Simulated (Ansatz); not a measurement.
`CS[SiH](Cl)Cl`. Total charge 0; spin multiplicity 1.

```
atom    x (Å)    y (Å)    z (Å)
  C1   0.5136  -0.1553   1.4414
  S2   1.3699  -0.0370  -0.1569
 Si3  -0.2765   0.1468  -1.4455
 Cl4  -1.5290  -1.4683  -1.3137
 Cl5  -1.4068   1.7966  -1.0039
  H6  -0.0616   0.7482   1.6382
  H7  -0.1330  -1.0310   1.4685
  H8   1.2920  -0.2586   2.1960
  H9   0.2314   0.2586  -2.8241
```

(1) What are the harmonic wavenumbers in cm⁻¹ at PBE0-D4/def2-TZVP (Ansatz, finite differences of forces, unscaled)? (Estimate.)

(2) Is this a minimum?

(3) Give the ideal-gas thermochemistry at 298.15 K and 1 bar (rigid rotor, harmonic oscillator; point group Cs, symmetry number 1).

## Answers

(1) Computed: 57, 114, 128, 181, 186, 304, 468, 571, 580, 722, 779, 786, 975, 991, 1348, 1466, 1475, 2287, 3073, 3170, 3172.

(2) Yes, all 21 modes are real.

(3) Zero-point energy 136.6 kJ/mol; H(298) − E = 159.0 kJ/mol; entropy 373.2 J/(mol·K), of which translation 171.1, rotation 120.8, vibration 81.3; G(298) − E = 47.7 kJ/mol. Modes under 100 cm⁻¹ are hindered rotations or soft bends, so the harmonic entropy is rough.
